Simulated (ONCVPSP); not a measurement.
**Cutoff test, P (Z = 15), ONCV**

P, optimised norm-conserving Vanderbilt (ONCV), made with ONCVPSP 4.0.1 (PBEsol, scalar-relativistic). Core [He], reference 2s2 2p6 3s2 3p3. Waves: 2s+3s: rc 0.70 bohr, ncon 3, nbas 6, qcut 21.3 1/bohr, 2 projectors; 2p+3p: rc 0.70 bohr, ncon 4, nbas 8, qcut 17.2 1/bohr, 2 projectors. Local part: polynomial inside 0.45 bohr (lpopt 5, dvloc0 3 Ha). Core correction: Teter function, fcfact 2.25, rcfact 1.3.

Task: For each optimised wave give the share of its norm inside rc, the residual kinetic energy above qcut (Ha) and the cutoffs (Ha) for errors of 10, 1, 0.1 and 0.01 mHa per electron.

Result:

| wave | norm inside rc | residual KE | 10 mHa | 1 mHa | 0.1 mHa | 0.01 mHa |
| --- | --- | --- | --- | --- | --- | --- |
| 2s | 0.813 | 8.7e-08 | 92.0 | 123.4 | 148.6 | 169.4 |
| 3s | 0.039 | 5.8e-09 | 57.0 | 101.9 | 134.1 | 159.3 |
| 2p | 0.830 | 2.3e-04 | 114.6 | 134.3 | 218.7 | 432.9 |
| 3p | 0.027 | 4.1e-05 | 88.9 | 118.2 | 140.3 | 204.4 |

The occupied waves need 134 Ha and 219 Ha for 1 and 0.1 mHa.
